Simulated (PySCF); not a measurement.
Ligands exchanged one at a time, Ga Cl-SH. All species are isolated molecules in the gas phase. One relaxed conformer stands for each flexible species; it need not be the lowest. Strings in code marks are SMILES.

The T1 excitation (TDA) from two functionals at the same geometries (r2SCAN-D4/def2-TZVP), both in PySCF: PBE-D3(BJ)/def2-TZVP and r2SCAN-D4/def2-TZVP. Excitations are Tamm–Dancoff values on a coarser integration grid. The basis has no diffuse functions, so Rydberg states are missing or too high.

```
species                                                                   PBE-D3(BJ)/def2-TZVP (eV)
------------------------------------------------------------------------  -------------------------
0 of 3 Cl replaced by SH (`[Cl][Ga]([Cl])[Cl]`)                                                4.97
1 of 3 Cl replaced by SH (`[SH][Ga]([Cl])[Cl]` (H–S–Ga–Cl torsion 180°))                       4.42
2 of 3 Cl replaced by SH                                                                       4.37
3 of 3 Cl replaced by SH (`[SH][Ga]([SH])[SH]`)                                                4.43
```

### Question
What does r2SCAN-D4/def2-TZVP give for each?

### Answer

- 0 of 3 Cl replaced by SH (`[Cl][Ga]([Cl])[Cl]`): 5.52
- 1 of 3 Cl replaced by SH (`[SH][Ga]([Cl])[Cl]` (H–S–Ga–Cl torsion 180°)): 4.82
- 2 of 3 Cl replaced by SH: 4.78
- 3 of 3 Cl replaced by SH (`[SH][Ga]([SH])[SH]`): 4.84
Over these rows, drawn at random from the members with no instability flagged (it was tested for open shells, ions and some series alone), PBE minus r2SCAN-D4: mean -0.44 eV, from -0.55 eV to -0.40 eV.
